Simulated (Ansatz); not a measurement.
Cost and result up the ladder for BiMe2(OEt) (C₄H₁₁BiO) (17 atoms). The state is a singlet with charge 0. Geometry: PBE-D4/def2-SVP.

```xyz
17

Bi    1.5913   -0.1527    0.6398
C     0.8078    1.3616    2.1673
C     0.6332   -1.9033    1.7630
C    -0.0903    0.2222   -1.9271
C    -1.4924    0.3844   -2.5038
O    -0.2020    0.0968   -0.5269
H     0.9632    0.9911    3.1987
H    -0.2726    1.4444    1.9409
H     1.3008    2.3428    2.0324
H     0.9937   -2.8682    1.3592
H    -0.4525   -1.7954    1.5763
H     0.8513   -1.8345    2.8461
H     0.5322    1.1049   -2.2315
H     0.3966   -0.6704   -2.4018
H    -1.4620    0.4888   -3.6082
H    -2.1167   -0.4955   -2.2482
H    -1.9816    1.2829   -2.0763
```

Ansatz on 4 threads of Intel Xeon Platinum 8259CL on a shared host. Times are rough, and most runs start from the orbitals of an earlier one. CAM-B3LYP-D4/def2-TZVP serves as the yardstick here, not as an exact answer. Differences are given only for rows in sets of like size (and for xTB, whose basis is part of the method), since another set adds its own error. Binding counts from free atoms at the same level (Bi quartet, C triplet, O triplet, H doublet; other spins of the atoms weren't run), without zero-point energy or a counterpoise term.

In the def2 sets Bi takes a core potential; there is no spin–orbit coupling. LC-ωPBE has ω = 0.4 bohr⁻¹. B3LYP takes the VWN-RPA correlation. Correlated methods freeze 9 core orbitals; core or outer-core shells of Bi are correlated, in sets that lack core-valence functions. The rows differ in basis, and correlated rows in double-zeta sets carry the largest basis error.

Correlated methods converge slowly with the basis, most of all in double-zeta sets.

```tsv
level	functions	wall time	binding energy per atom (eV)	difference from CAM-B3LYP-D4/def2-TZVP (eV)
PBE-D4/def2-SVP	151	1.9 s	3.85	–
PBE0-D4/def2-SVP	151	3.1 s	3.77	–
PBE-D4/def2-TZVP (with forces)	271	3.8 s	3.84	0.07
LC-ωPBE/def2-TZVP	271	4.2 s	3.71	-0.06
PBE0-D4/def2-TZVP	271	4.6 s	3.76	-0.01
B3LYP-D4/def2-TZVP	271	4.9 s	3.77	0.00
r2SCAN-D4/def2-TZVP	271	5.5 s	3.76	-0.01
CAM-B3LYP-D4/def2-TZVP	271	6 s	3.77	0.00
MP2/def2-TZVP	271	7.5 s	3.64	-0.13
CCSD(T)/def2-SVP	151	38 s	3.55	–
```
